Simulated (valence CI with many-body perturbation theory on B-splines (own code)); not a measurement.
**Kr13+: one-electron terms**

Computed by relativistic CI+MBPT: five valence electrons over a frozen Dirac-Fock core [Ar], a basis of 7 s, 7 p, 8 d, 6 f, 4 g, 1 h functions for each j, with the one-electron correlation potential Σ1, the two-electron term Σ2, the three-electron term Σ3, Breit, model QED; selected CI, second order for the rest, scaled by the run's own slope (own B-spline code, finite nucleus).

No measured spectrum was set against this ion. As an estimate, terms of the open shell hold to 2 to 4 % of their energy, and close levels can change places. Among the levels kept, up to 300 cm⁻¹ of a level comes from second order outside the variational space, and about a tenth of that is noise between levels of different J, which matters for small intervals. The list stops below the first excitations out of the core. Only levels of the ground parity were solved; by the run's estimate the other parity begins above the list, which can be wrong where configurations are misplaced.

These are the spectroscopic orbitals of the CI (the correlating ones are not listed), shaped by the core and the other valence electrons. h is the expectation value of the core's Dirac-Fock operator, without the valence repulsion; Σ1 is computed up to l = 3 at one energy for each symmetry, that of its lowest orbital but kept below the first core excitation, so for empty shells it is not the orbital's own correlation shift; Breit and QED include the response of the core.

```tsv
Orbital	h (hartree)	Σ1 (cm⁻¹)	Breit (cm⁻¹)	QED (cm⁻¹)	⟨r⟩ (bohr)
4s1/2	-13.946	-6093	507	365	1.093
5s1/2	-8.1988	-2113	234	168	1.876
6s1/2	-5.405	-1012	124	90.2	2.878
4p1/2	-13.004	-6358	753	-34.0	1.129
5p1/2	-7.7538	-2320	362	-16.0	1.945
6p1/2	-5.161	-1139	198	-8.7	2.980
4p3/2	-12.881	-6197	470	-1.8	1.141
5p3/2	-7.6977	-2286	226	-0.7	1.960
6p3/2	-5.1306	-1128	127	-0.3	2.998
3d3/2	-23.312	-20371	954	-180	0.4725
4d3/2	-11.429	-5899	272	-35.5	1.188
5d3/2	-7.0262	-2447	133	-16.4	2.075
3d5/2	-23.236	-20082	194	-136	0.4748
4d5/2	-11.406	-5858	93.3	-25.0	1.191
5d5/2	-7.0156	-2430	47.1	-11.5	2.078
4f5/2	-10.079	-7476	-14.3	-10.5	1.192
5f5/2	-6.4314	-3709	-8.4	-6.3	2.129
4f7/2	-10.075	-7290	-47.3	-8.2	1.193
5f7/2	-6.4291	-3602	-27.7	-5.0	2.130
5g7/2	-6.1795		-0.6	-0.6	1.954
5g9/2	-6.1786		-1.8	0.0	1.955
```

Among the shells of the start configuration 3d5, Σ1 is largest in size for 3d3/2, where it is 0.40 % of h.

Lowest root of each symmetry, sizes in configuration state functions:

| J | Parity | Roots | Reference | Variational | Second order | Change by selected CI (cm⁻¹) | Change by second order (cm⁻¹) |
| --- | --- | --- | --- | --- | --- | --- | --- |
| 1/2 | even | 5 | 74 | 28593 | 329832 | -16665 | -16 |
| 3/2 | even | 8 | 127 | 29650 | 1400268 | -16458 | -90 |
| 5/2 | even | 11 | 152 | 29125 | 1535734 | -11409 | -107 |
| 7/2 | even | 8 | 137 | 28978 | 1274717 | -14588 | -219 |
| 9/2 | even | 6 | 107 | 28409 | 1221336 | -14516 | -203 |
| 11/2 | even | 4 | 67 | 28343 | 1658619 | -14581 | -155 |
| 13/2 | even | 2 | 35 | 32045 | 656917 | -15691 | -37 |
